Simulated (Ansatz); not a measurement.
Reaction (ligand exchange at the Si–C bond): `[SiH3][CH2][GeH2][Cl]` + `B/C=C/O` → `B/C=C/O[SiH3]` + `[CH3][GeH2][Cl]`

Program: Ansatz. Geometries: PBE0-D4/def2-TZVP. ΔE: electronic, gas phase. CCSD(T)/CBS adds triple-zeta CCSD(T) − MP2 to the extrapolated MP2 energy (def2 sets, frozen cores). This one scheme is used for every species. Double bonds are as drawn, so ΔE can hold a change between cis and trans. DFT in def2-TZVPP. B3LYP here is the variant with VWN-RPA as its local correlation; programs differ in this. For Ge outer-core shells are correlated without core-valence functions, which leaves a few kJ/mol of doubt a bond. Scalar relativity is left out up to krypton. One conformer a species, not always the lowest.

CCSD(T)/CBS gives -0.72 eV.

Q: Another level gave -0.63 eV. Which?
A. PBE0-D4/def2-TZVPP
B. B3LYP-D4/def2-TZVPP
C. r2SCAN/def2-TZVPP
D. HF/def2-TZVPP

A: A. PBE0-D4 -0.63, r2SCAN -0.71, B3LYP-D4 -0.76, HF/def2-TZVPP -0.94 eV.

Largest T1 diagnostic among the species: 0.013.

In def2-TZVPP, CCSD(T) changes the Hartree–Fock value by +0.21 eV (the triples alone add +0.03 eV) and MP2 by +0.20 eV. The D4 term adds +0.05 eV with B3LYP and +0.03 eV with PBE0; it sums over pairs of atoms, weighted by their polarisabilities, and B3LYP, whose exchange is more repulsive, gets the larger term.
